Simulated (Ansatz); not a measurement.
F4Hf, SMILES [F][Hf+]([F])([F])[F] (connectivity only; charge and spin as stated), charge +1, multiplicity 2.

Coordinates come from a B3LYP-D3(BJ)/def2-SVP optimisation. The spin state was assumed, not searched. The def2 effective core potentials stand for the cores of Hf; spin–orbit coupling is left out.

Two levels are set side by side: PBE/def2-SVPD (Ansatz, an electronic-structure program) and CAM-B3LYP/def2-SVPD (Ansatz). Energy differences of separate SCF runs at the same geometry; the states with an electron removed or added have multiplicity 3 and 1. Differences are taken from unrounded values.

| quantity | PBE |
|---|---|
| vertical ionisation energy (eV) | 20.03 |
| vertical electron affinity (eV) | 11.36 |

**Question.** These are the PBE values. What does CAM-B3LYP give? (An estimate is asked for; the answer gives what the named calculation found.)

**Answer.** 
| quantity | CAM-B3LYP | PBE minus CAM-B3LYP |
|---|---|---|
| vertical ionisation energy (eV) | 21.27 | -1.24 |
| vertical electron affinity (eV) | 11.87 | -0.51 |
